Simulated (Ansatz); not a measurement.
Li₃N⁻. Total charge -1; doublet. Geometry PBE-D4/def2-TZVPD, basis def2-TZVPD, Ansatz.

| atom | x (Å) | y (Å) | z (Å) |
| --- | --- | --- | --- |
| Li1 | -0.4932 | -0.9297 | -1.4053 |
| Li2 | -1.1442 | 1.0652 | 0.7942 |
| Li3 | 1.6265 | -0.1629 | 0.6345 |
| N4 | 0.0108 | 0.0274 | -0.0234 |

```json
{"run": "A", "HOMO (eV)": "0.92", "LUMO (eV)": "1.47"}
{"run": "B", "HOMO (eV)": "0.96", "LUMO (eV)": "1.33"}
{"run": "C", "HOMO (eV)": "0.69", "LUMO (eV)": "1.68"}
{"run": "D", "HOMO (eV)": "1.19", "LUMO (eV)": "1.52"}
```

The structure comes from a short search, and lower isomers may exist.

HOMO and LUMO are taken over both spins.

Q: The runs used BLYP, PBE, PBE0, r2SCAN. Estimate which is which.

A: A r2SCAN (0 % exact exchange); B PBE (0 % exact exchange); C PBE0 (25 % exact exchange); D BLYP (0 % exact exchange). Exact exchange lowers occupied and raises empty levels; among semilocal functionals meta-GGAs tend to open the gap a little, and such runs are hard to tell apart. The gap grows from 0.33 eV (BLYP) to 0.99 eV (PBE0). At r2SCAN-D4/def2-TZVPD, PBE0-D4/def2-TZVPD the charge -1 doublet is spin-contaminated (final ⟨S²⟩ up to 0.92, 0.75 for a pure state). At r2SCAN-D4/def2-TZVPD, PBE-D4/def2-TZVPD, PBE0-D4/def2-TZVPD, BLYP-D4/def2-TZVPD the highest occupied level of the charge -1 doublet lies above zero (up to 1.19 eV). It is a level of α spin, whose loss leaves a singlet; that state wasn't run at this geometry and level. The electron is either unbound and held by the finite basis, or the level is raised by self-interaction error.
